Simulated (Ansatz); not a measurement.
One change: `N[SiH]([SiH3])CCl` becomes `BO[SiH](N)[SiH3]`.

Ansatz, PBE0-D4/def2-TZVP geometries, multiplicity 1. Each molecule was computed in one conformer, which needn't be the lowest.

| property | `N[SiH]([SiH3])CCl` |
| --- | --- |
| LUMO energy (ωB97M-V/def2-TZVPP) / eV | 1.43 |
| HOMO–LUMO gap (ωB97M-V/def2-TZVPP) / eV | 10.91 |
| HOMO energy (PBE/def2-TZVPP) / eV | -5.94 |
| HOMO energy (B3LYP/def2-TZVPP) / eV | -7.04 |
| LUMO energy (PBE/def2-TZVPP) / eV | -1.06 |
| HOMO energy (PBE0/def2-TZVPP) / eV | -7.26 |

Task: What does the change do to each property? (Estimate.)

Result: The calculation gave: 
```json
{"property": "LUMO energy (ωB97M-V/def2-TZVPP) / eV", "`BO[SiH](N)[SiH3]`": "1.31", "shift": "-0.12"}
{"property": "HOMO–LUMO gap (ωB97M-V/def2-TZVPP) / eV", "`BO[SiH](N)[SiH3]`": "11.25", "shift": "0.34"}
{"property": "HOMO energy (PBE/def2-TZVPP) / eV", "`BO[SiH](N)[SiH3]`": "-6.43", "shift": "-0.49"}
{"property": "HOMO energy (B3LYP/def2-TZVPP) / eV", "`BO[SiH](N)[SiH3]`": "-7.54", "shift": "-0.50"}
{"property": "LUMO energy (PBE/def2-TZVPP) / eV", "`BO[SiH](N)[SiH3]`": "-1.55", "shift": "-0.49"}
{"property": "HOMO energy (PBE0/def2-TZVPP) / eV", "`BO[SiH](N)[SiH3]`": "-7.75", "shift": "-0.49"}
```

With PBE0 the HOMO falls by 0.49 eV and the LUMO falls by 0.33 eV, so the gap widens by about 0.16 eV. PBE moves the HOMO by -0.49 eV and ωB97M-V by -0.46 eV.

B3LYP here is the variant with VWN-RPA as its local correlation; programs differ in this.
